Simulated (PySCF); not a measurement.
Vertical excitation energies

(ClGaS)3 ring, Cl3Ga3S3.
Structure used (PBE0-D3(BJ)/def2-SVP), in Å, numbered top down from 1:
```xyz
9
Cl3Ga3S3 angstrom
Ga    -1.5788   -0.3453    1.1864
Cl    -3.3489   -0.7014    2.3241
S     -0.4577   -2.1724    0.7326
Ga     1.1041   -1.5618   -0.6802
Cl     2.0801   -3.2160   -1.6109
S      1.9127    0.3803   -1.2950
Ga     0.5590    1.8882   -0.4575
Cl     1.1402    3.8802   -0.9596
S     -1.2779    1.7788    0.7345
```

Method used: TDDFT CAM-B3LYP/def2-SVPD, vertical, gas phase, core orbitals frozen in the response (PySCF). The CAM-B3LYP/def2-SVPD calculation is non-relativistic and has no spin–orbit coupling, an omission that weighs most on gallium.

Problem. Predict the UV-vis stick spectrum at this level.

Solution. 

```
state  E (eV)  E (hartree)       f  |μ| (D)     main configurations (H = HOMO, L = LUMO)
   S1    5.40       0.1983  0.0006     0.17                                    H→L (73%)
   S2    5.41       0.1987  0.0001     0.05                                  H-1→L (74%)
   S3    5.69       0.2091  0.0006     0.17      H→L+2 (31%), H→L+1 (24%), H-1→L+3 (12%)
   S4    5.75       0.2114  0.0007     0.18    H-1→L+1 (25%), H→L+4 (18%), H-1→L+3 (16%)
   S5    5.80       0.2133   0.029     1.15        H-4→L (32%), H-2→L (21%), H→L+3 (14%)
   S6    5.90       0.2168  0.0039     0.42                   H-1→L+2 (28%), H→L+1 (23%)
   S7    5.93       0.2178  0.0032     0.38      H-1→L+1 (22%), H→L+2 (18%), H-3→L (10%)
   S8    5.98       0.2198  0.0023     0.32                   H-1→L+4 (25%), H→L+3 (18%)
   S9    6.00       0.2204  0.0009     0.20                   H→L+4 (30%), H-1→L+3 (19%)
  S10    6.10       0.2243  0.0001     0.05                    H-5→L (55%), H-3→L+3 (8%)
  S11    6.13       0.2254  0.0042     0.42  H-3→L+1 (37%), H-2→L+2 (18%), H-2→L+1 (12%)
  S12    6.24       0.2294  0.0029     0.35  H-2→L+1 (21%), H-3→L+2 (13%), H-3→L+1 (11%)
  S13    6.27       0.2302   0.046     1.40  H-2→L+2 (15%), H-3→L+1 (13%), H-5→L+1 (12%)
  S14    6.30       0.2316   0.191     2.83    H-2→L (13%), H-4→L+1 (12%), H-1→L+5 (12%)
  S15    6.32       0.2321   0.268     3.34      H-3→L (26%), H-4→L+2 (15%), H→L+5 (13%)
```

Triplets (Tamm–Dancoff): T1 5.02 eV, H→L (66%); T2 5.03 eV, H-1→L (66%); T3 5.32 eV, H-2→L (24%), H-4→L (22%), H→L+3 (12%); T4 5.41 eV, H→L+2 (21%), H-3→L (12%), H→L+1 (10%).

The lowest singlet comes at 230 nm (521 kJ/mol) in the ultraviolet; it is very weak; its leading configuration is HOMO→LUMO (73%). The most intense listed level is S15 at 6.32 eV (196 nm, f = 0.268), 0.92 eV above S1. It is the last of those listed, so stronger ones may follow. S1/S2 lie within about 0.01 eV of each other. Löwdin shares by element: HOMO (one of a set within 0.03 eV) sulfur 76% or more, gallium 13% or more; LUMO gallium 47%, sulfur 11% or more (atoms not listed hold the other 42%). The oscillator strengths of these states sum to 0.553; summed over the whole spectrum of an exact calculation they would give the number of electrons, 192 (Thomas–Reiche–Kuhn). Orbital energies (eV): HOMO-3 -10.42, HOMO-2 -10.40, HOMO-1 -9.96, HOMO -9.94, LUMO -1.47, LUMO+1 -1.00, LUMO+2 -0.96. The listed states span 0.92 eV, and the widest gap between neighbours is 0.28 eV (S2 to S3). No computed singlet lies in the visible range (380 to 750 nm); the lowest, at 230 nm, stands 2.13 eV above its violet end (3.26 eV). All these states lie below the vertical ionisation energy of 10.50 eV (ΔSCF). Only the lowest 15 singlets were computed, as vertical energies without vibronic structure.

One conformer stands for the species.
